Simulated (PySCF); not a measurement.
In(F)2(SMe) (CH3F2InS), SMILES [F][In]([S]C)[F].

The structure is a stationary point at PBE0-D3(BJ)/def2-SVP. The structure was generated by enumeration; whether it is a known compound was not checked. The def2 effective core potentials stand for the cores of In; spin–orbit coupling is left out. The values are those of a single conformer.

The numbers are results of PySCF with PBE0-D3(BJ)/def2-SVP, not measurements.

Frequencies are harmonic and unscaled.

Computed normal modes with their intensities:
```json
[
 {"mode": "1", "ν (cm⁻¹)": "52", "IR (km/mol)": "0.9", "moving atoms (share of kinetic energy)": "H 31 %, C 28 %, F 23 %, S 18 %"},
 {"mode": "2", "ν (cm⁻¹)": "80", "IR (km/mol)": "7.8", "moving atoms (share of kinetic energy)": "F 56 %, C 17 %, In 15 %"},
 {"mode": "3", "ν (cm⁻¹)": "107", "IR (km/mol)": "13.9", "moving atoms (share of kinetic energy)": "F 35 %, H 34 %, In 24 %"},
 {"mode": "4", "ν (cm⁻¹)": "140", "IR (km/mol)": "36.3", "moving atoms (share of kinetic energy)": "F 87 %, In 8 %"},
 {"mode": "5", "ν (cm⁻¹)": "149", "IR (km/mol)": "16.3", "moving atoms (share of kinetic energy)": "H 51 %, F 25 %, In 12 %, S 9 %"},
 {"mode": "6", "ν (cm⁻¹)": "199", "IR (km/mol)": "1.7", "moving atoms (share of kinetic energy)": "C 44 %, S 19 %, H 17 %, In 14 %"},
 {"mode": "7", "ν (cm⁻¹)": "378", "IR (km/mol)": "14.5", "moving atoms (share of kinetic energy)": "S 79 %, In 14 %"},
 {"mode": "8", "ν (cm⁻¹)": "602", "IR (km/mol)": "55.6", "moving atoms (share of kinetic energy)": "F 88 %, In 12 %"},
 {"mode": "9", "ν (cm⁻¹)": "633", "IR (km/mol)": "72.4", "moving atoms (share of kinetic energy)": "F 83 %, In 17 %"},
 {"mode": "10", "ν (cm⁻¹)": "707", "IR (km/mol)": "2.9", "moving atoms (share of kinetic energy)": "C 61 %, S 30 %, H 9 %"},
 {"mode": "11", "ν (cm⁻¹)": "972", "IR (km/mol)": "7.2", "moving atoms (share of kinetic energy)": "H 85 %, C 14 %"},
 {"mode": "12", "ν (cm⁻¹)": "996", "IR (km/mol)": "8.5", "moving atoms (share of kinetic energy)": "H 83 %, C 15 %"},
 {"mode": "13", "ν (cm⁻¹)": "1345", "IR (km/mol)": "7.9", "moving atoms (share of kinetic energy)": "H 88 %, C 12 %"},
 {"mode": "14", "ν (cm⁻¹)": "1457", "IR (km/mol)": "8.4", "moving atoms (share of kinetic energy)": "H 96 %"},
 {"mode": "15", "ν (cm⁻¹)": "1460", "IR (km/mol)": "7.7", "moving atoms (share of kinetic energy)": "H 95 %"},
 {"mode": "16", "ν (cm⁻¹)": "3075", "IR (km/mol)": "11.6", "moving atoms (share of kinetic energy)": "H 98 %"},
 {"mode": "17", "ν (cm⁻¹)": "3197", "IR (km/mol)": "0.2", "moving atoms (share of kinetic energy)": "H 90 %, C 10 %"},
 {"mode": "18", "ν (cm⁻¹)": "3198", "IR (km/mol)": "3.4", "moving atoms (share of kinetic energy)": "H 90 %, C 10 %"}
]
```
